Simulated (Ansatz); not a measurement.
```xyz
23

C    -0.678   -1.728    1.153
N    -0.932   -1.120   -0.124
C    -1.874   -1.856   -0.933
Ti   -0.206    0.399   -0.951
N    -1.564    1.718   -0.919
F     0.376    0.029   -2.613
N     1.201    0.962    0.155
C     2.432    0.219    0.022
C     1.280    2.039    1.104
H    -1.596   -1.796    1.753
H    -0.287   -2.751    1.042
H     0.051   -1.142    1.714
H    -2.022   -1.370   -1.903
H    -2.858   -1.922   -0.445
H    -1.527   -2.881   -1.129
H    -2.450    1.646   -0.440
H    -1.571    2.524   -1.530
H     3.262    0.866   -0.295
H     2.332   -0.575   -0.725
H     2.719   -0.254    0.972
H     0.333    2.578    1.141
H     2.075    2.750    0.838
H     1.505    1.665    2.114
```

Charge 0, multiplicity 1.

**Question.** List the B3LYP/def2-TZVPP orbital energies in eV (Ansatz 0.2.0). (Estimate.)

**Answer.** Ansatz gave: Occupied: -4867.44, -670.02, -541.71, -452.23, -452.21, -452.19, -389.11, -389.09, -388.62, -277.46, -277.43, -277.34, -277.31, -64.65, -40.71, -40.51, -40.47, -29.86, -24.25, -24.14, -22.08, -19.37, -19.33, -16.50, -16.46, -12.87, -12.81, -12.62, -12.46, -12.37, -12.30, -12.18, -11.05, -10.75, -10.72, -10.62, -10.54, -10.17, -10.14, -9.90, -8.88, -8.70, -7.08, -6.38, -6.15. Lowest empty: -0.98, -0.96, -0.07, 0.04, 0.14, 0.29, 1.15, 1.48.

B3LYP here is the variant with VWN-RPA as its local correlation; programs differ in this.
